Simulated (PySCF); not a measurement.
## Multinuclear NMR of C₃H₁₃NOSi₂

Atoms are numbered as in `[CH3:1][CH:2]([CH3:3])[O:4][SiH2:5][SiH2:6][NH2:7]`. Each H is labelled by its parent atom.

All values are calculated (PySCF 2.14.0 with density-fitted response routines): PBE0/pcSseg-1 with gauge-including orbitals, coordinates at the GFN2-xTB level. Single conformer, non-relativistic Hamiltonian, equivalent nuclei averaged, in vacuum.

(1) Where does $^{29}$Si resonate?

(2) What are the $^{15}$N shifts?

(3) What are the $^{17}$O shifts?

Answers

(1) 
| atoms | environment | σ (ppm) | δ (ppm) |
| --- | --- | --- | --- |
| Si5 | silicon bonded to O, Si, 2 H | 386.9 | -38.1 |
| Si6 | silicon bonded to N, Si, 2 H | 404.8 | -52.7 |

Shieldings were converted by a linear fit to measured shifts: $^{29}$Si: δ = 279.94 − 0.822σ (rms 8.9 ppm, 72 shifts, 25.8 ppm with the 6 outliers that the fit left out vs TMS, solution or neat liquid). A few per cent of atoms miss by over 2 rms, more outside the fitted compound classes.

On a 600 MHz spectrometer $^{29}$Si resonates near 119.2 MHz, so 1 ppm is 119.2 Hz.

(2) 
```tsv
atoms	environment	σ (ppm)	δ (ppm)
N7	nitrogen bonded to Si, 2 H	270.7	-397.5
```

Shieldings were converted by a linear fit to measured shifts: $^{15}$N (scatter 6.3 ppm rms vs CH3NO2, solution or neat liquid). A few per cent of atoms miss by over 2 rms, more outside the fitted compound classes.

On a 300 MHz spectrometer $^{15}$N resonates near 30.4 MHz, so 1 ppm is 30.4 Hz.

(3) 
```csv
atoms,environment,σ (ppm),δ (ppm)
O4,"oxygen bonded to C, Si",299.3,-5.9
```

Shieldings were converted by a linear fit to measured shifts: $^{17}$O (scatter 10.7 ppm rms, 12.2 ppm with the 3 outliers that the fit left out vs liquid water, solution or neat liquid). A few per cent of atoms miss by over 2 rms, more outside the fitted compound classes.

On a 500 MHz spectrometer $^{17}$O resonates near 67.8 MHz, so 1 ppm is 67.8 Hz.
